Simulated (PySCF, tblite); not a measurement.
Isomers of C6H13NSSi, one GFN2-xTB conformer each. Single-point energies are computed at PBE0/pcSseg-1 (PySCF, gas phase, no added dispersion term), electronic only.

| SMILES | GFN2-xTB relative energy (kJ/mol) |
| --- | --- |
| C=N[SiH2][C@H](C)CC(C)=S | 42.6 |
| [H]/N=C(\CCS[SiH3])C1CC1 | 0.0 |

Conformers: `[CH2:1]=[N:2][SiH2:3][C@H:4]([CH3:5])[CH2:6][C:7]([CH3:8])=[S:9]` with C1–N2–Si3–C4 -124°, N2–Si3–C4–C5 -164°, Si3–C4–C6–C7 -60°, C4–C6–C7–C8 -59°; `[H]/[N:1]=[C:2](\[CH2:3][CH2:4][S:5][SiH3:6])[CH:7]1[CH2:8][CH2:9]1` with N1–C2–C3–C4 2°, C2–C3–C4–S5 -177°, C3–C4–S5–Si6 -68°, N1–C2–C7–C8 35°.

**Question.** What does PBE0/pcSseg-1 give for the same structures?

**Answer.** 
| SMILES | PBE0/pcSseg-1 E (Eh) | PBE0/pcSseg-1 (kJ/mol) | GFN2-xTB (kJ/mol) | point group |
| --- | --- | --- | --- | --- |
| [H]/N=C(\CCS[SiH3])C1CC1 | -978.19565 | 0.0 | 0.0 | C1 |
| C=N[SiH2][C@H](C)CC(C)=S | -978.19135 | 11.3 | 42.6 | C1 |

Both levels put the same isomer lowest. As drawn, the lower has a three-membered ring and an N–H bond, which the higher lacks; the higher has an Si–C bond and a C=S bond, which the lower lacks.

**Question.** Which frontier levels, dipoles and rotational constants go with these structures?

**Answer.** 
```tsv
SMILES	HOMO (eV, PBE0/pcSseg-1)	LUMO (eV)	dipole (D)	A, B, C (MHz)
[H]/N=C(\CCS[SiH3])C1CC1	-6.91	0.00	1.77	2747, 438.7, 408.6
C=N[SiH2][C@H](C)CC(C)=S	-6.24	-2.00	1.65	1345, 993.8, 720.7
```

**Question.** What happens when harmonic zero-point energies from GFN2-xTB frequencies are added?

**Answer.** 
| SMILES | ZPE (kJ/mol) | electronic (kJ/mol) | with ZPE (kJ/mol) |
| --- | --- | --- | --- |
| [H]/N=C(\CCS[SiH3])C1CC1 | 455.7 | 0.0 | 0.0 |
| C=N[SiH2][C@H](C)CC(C)=S | 455.2 | 11.3 | 10.7 |

The zero-point energies span 0.5 kJ/mol. The order is unchanged.
